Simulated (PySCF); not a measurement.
A structure optimised at B3LYP-D3(BJ)/def2-SVP, used in a PySCF frequency run:

```xyz
4

Ge     0.0000     0.0000     0.7355
O      0.0000     0.0000     2.3700
Br     0.0000     1.8604    -0.6071
Br     0.0000    -1.8604    -0.6071
```

Problem. Write its SMILES, formula and point group.

Solution. [O]=[Ge]([Br])[Br], Br2GeO, C2v

Problem. What are its rotational constants (standard atomic weights)?

Solution. 2.6893, 0.91373, 0.68201 GHz
